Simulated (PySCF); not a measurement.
**Fractional electron number in Zn²⁺ (zinc, charge +2)**

The 3d beta orbital of [Ar] 3d10 is emptied in steps (occupation f), with all orbitals relaxed, ending at [Ar] 3d9. Computed with PySCF 2.14 in aug-cc-pVDZ-PP with ECP10MDF (5s5p4d2f, 54 functions), with a scalar-relativistic core potential. The exact energy is a straight line in f; departures are measured from the line between the end points of the same method.

| f | UHF (eV) | LDA (eV) | PBE (eV) | PBE0 (eV) | r2SCAN (eV) | LC-wPBE (eV) | BHandHLYP (eV) | wB97X (eV) | TPSS (eV) | HSE06 (eV) |
| --- | --- | --- | --- | --- | --- | --- | --- | --- | --- | --- |
| 1 | 0.000 | 0.000 | 0.000 | 0.000 | 0.000 | 0.000 | 0.000 | 0.000 | 0.000 | 0.000 |
| 0.75 | 0.790 | -1.790 | -1.712 | -1.095 | -1.568 | -0.687 | -0.460 | -0.626 | -1.694 | -1.167 |
| 0.5 | 1.007 | -2.412 | -2.300 | -1.474 | -2.093 | -0.928 | -0.633 | -0.827 | -2.273 | -1.566 |
| 0.25 | 0.724 | -1.828 | -1.737 | -1.114 | -1.569 | -0.705 | -0.490 | -0.617 | -1.712 | -1.182 |
| 0 | 0.000 | 0.000 | 0.000 | 0.000 | 0.000 | 0.000 | 0.000 | 0.000 | 0.000 | 0.000 |

**Question.** For PBE, how does the orbital energy at f = 1 compare with the removal energy?

**Answer.** −ε = 30.935 eV against a total-energy difference of 39.991 eV. By Janak's theorem ε = ∂E/∂f, so the gap between them reflects the curvature. Along the path −ε is 35.370 (f = 0.75), 39.925 (f = 0.5), 44.577 (f = 0.25) eV.

```tsv
method	E(f=0) − E(f=1) (eV)	−ε at f=1 (eV)	−ε at f=0.5 (eV)
UHF	37.027	41.440	36.850
LDA	40.714	31.274	40.614
PBE	39.991	30.935	39.925
PBE0	39.567	33.782	39.517
r2SCAN	39.388	31.046	39.386
LC-wPBE	39.906	36.296	39.856
BHandHLYP	39.069	36.698	38.990
wB97X	39.473	36.119	39.499
TPSS	39.723	30.763	39.673
HSE06	39.547	33.369	39.505
```

Reference removal energy between the ground levels: 39.723 eV (measured; NIST Atomic Spectra Database, ionization energies). The calculation has no spin-orbit coupling. UHF lacks correlation.
